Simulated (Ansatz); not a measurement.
`OB1SC1F` at its PBE0-D4/def2-TZVP geometry, where that method's forces vanish. Charge 0, multiplicity 1.

```xyz
7

O     0.3758    1.6358   -0.7839
B     0.3709    0.3546   -0.3990
S     1.0815   -1.2058   -0.7708
C    -0.2116   -0.7533    0.4885
F    -1.4655   -1.2376    0.2482
H    -0.2345    2.1910   -0.2909
H     0.0834   -0.9847    1.5079
```

(1) What forces (eV/Å) does ωB97M-V/def2-TZVPP give on these atoms in Ansatz 0.2.0? (Estimate.)

Results:

(1) The calculation gave: 
```
O1  -0.044  0.200 -0.012
B2  -0.015 -0.101  0.045
S3   0.027 -0.070 -0.039
C4   0.276  0.060  0.226
F5  -0.251 -0.097 -0.080
H6   0.036 -0.028 -0.034
H7  -0.029  0.035 -0.106
```
